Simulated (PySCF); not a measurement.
Computed properties of C2H3ClF2O2Si, SMILES CC(=O)O[Si](Cl)(F)F

C2H3ClF2O2Si, SMILES CC(=O)O[Si](F)(F)Cl. The structure is a stationary point at ωB97X-D3(BJ)/def2-SVP. Other conformers were not sampled. All values are computed for the isolated molecule unless a solvent is named; none is compared with measurement here.

**Structure.** All 27 harmonic modes at ωB97X-D3(BJ)/def2-SVP (PySCF) are real, so it is a minimum. With heavy atoms numbered as in [CH3:1][C:2](=[O:3])[O:4][Si:5]([F:6])([F:7])[Cl:8], the shortest bond between them is C2–O3 at 1.200 Å and the longest Si5–Cl8 at 2.013 Å.

**Vibrations.** The strongest infrared lines (harmonic, unscaled, degenerate partners summed) lie at 1286 cm⁻¹ (353 km/mol, C 57 %, H 30 %, O 13 %), 1906 cm⁻¹ (257 km/mol, C 64 %, O 36 %), 1040 cm⁻¹ (202 km/mol, H 41 %, O 33 %, C 18 %). The softest mode is at 60 cm⁻¹ and the zero-point energy is 38.3 kcal/mol.

**Electronic structure.** HF/def2-TZVP (PySCF) places the frontier levels at -13.02 and 3.40 eV, a gap of 16.42 eV, and gives a dipole moment of 3.16 D. PBE/def2-TZVP (PySCF) at the same geometry gives -7.05 and -1.76 eV, so its gap is 11.13 eV narrower. An orbital gap is neither the optical nor the fundamental gap.

**Excitations.** TDA-ωB97X/def2-SVPD (PySCF) has S1 at 5.89 eV (211 nm, f = 0.001, dark); the most intense of the 6 singlets computed lies at 8.94 eV (f = 0.14). T1 (TDA) is at 5.36 eV, 0.53 eV under S1. TDA-PBE/def2-SVPD (PySCF) puts S1 at 5.49 eV. No vertical singlet excitation falls in the visible range (under 3.1 eV).

**NMR.** GIAO shifts at PBE0/pcSseg-1 (PySCF) (non-relativistic, atoms alike by connectivity averaged): ¹³C from 24.6 to 176.9 ppm against TMS; ¹H at 2.4 ppm against TMS; ²⁹Si at -61.7 ppm against TMS; ¹⁹F at -137.7 ppm against CFCl3. Without spin–orbit terms, shifts of atoms bonded to Cl or Br come out too high.

**Solvation.** SMD-PBE0/def2-SVP (PySCF) gives -1.7 kcal/mol in water, -5.0 kcal/mol in tetrahydrofuran, -4.9 kcal/mol in chlorobenzene (1 M in both phases, gas-phase geometry); of these solvents tetrahydrofuran holds the molecule best.
